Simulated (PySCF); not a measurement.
Species: 2-thiophenecarbonitrile, C5H3NS.
Numbering: `[N:1]#[C:2][c:3]1[cH:4][cH:5][cH:6][s:7]1` (hydrogens: H8 on C4; H9 on C5; H10 on C6)

Method: PySCF, PBE0-D3(BJ)/def2-SVP geometry optimisation, gas phase; density fitting, grid level 2; the optimiser is geomeTRIC in internal coordinates, started from a GFN2-xTB structure.

Step 0: E = -17538.3732 eV
```
atom  x, y, z in Å  |  force x, y, z in eV/Å
N1      3.3534   -0.6225    0.5959    1.662  -0.397   0.264
C2      2.2521   -0.3476    0.4255   -0.799   0.203  -0.122
C3      0.9109   -0.0207    0.2152   -0.415   0.487   0.075
C4     -0.0652   -0.8200   -0.3248   -0.005   0.098   0.041
C5     -1.3115   -0.1740   -0.3917    0.036  -0.068  -0.022
C6     -1.2686    1.0978    0.0924    0.458   0.233   0.203
S7      0.2900    1.5451    0.6451   -0.051  -0.250  -0.107
H8      0.1181   -1.8266   -0.6551    0.138  -0.522  -0.160
H9     -2.2007   -0.6343   -0.7829   -0.502  -0.212  -0.204
H10    -2.0697    1.8073    0.1579   -0.522   0.428   0.032
```

Q: Estimate the geometry and energy of step 1. (The exact step hangs on the optimiser's Hessian estimate; all steps are aligned on step 0, rigid shifts and turns removed.)

A: E = -17538.4173 eV, largest force 0.105 eV/Å
```
atom  x, y, z in Å  |  force x, y, z in eV/Å
N1      3.3894   -0.6185    0.6062    0.031   0.000   0.008
C2      2.2744   -0.3491    0.4303   -0.040   0.014  -0.005
C3      0.9137   -0.0216    0.2152    0.014  -0.005   0.002
C4     -0.0685   -0.8256   -0.3273    0.027  -0.097  -0.031
C5     -1.3218   -0.1736   -0.3945   -0.072  -0.026  -0.026
C6     -1.2727    1.1078    0.0953   -0.050   0.042   0.002
S7      0.2892    1.5352    0.6409    0.015   0.038   0.019
H8      0.1239   -1.8468   -0.6604   -0.008   0.040   0.014
H9     -2.2298   -0.6320   -0.7900    0.031   0.018   0.014
H10    -2.0889    1.8287    0.1618    0.051  -0.025   0.003
```

The energy changes by -0.0440 eV. The first-order estimate −F·Δx gives -0.0909 eV and the mean of the old and new forces, exact on a quadratic surface, -0.0446 eV. The step makes an angle of 55° with the force vector and moves no atom by more than 0.038 Å.

What follows is the cost of the whole optimisation. Time: 21 s of wall time; peak memory 0.61 GiB. Hardware: one thread of an Arm Neoverse V2, no GPU, shared host with 96 logical CPUs at a one-minute load of 64.
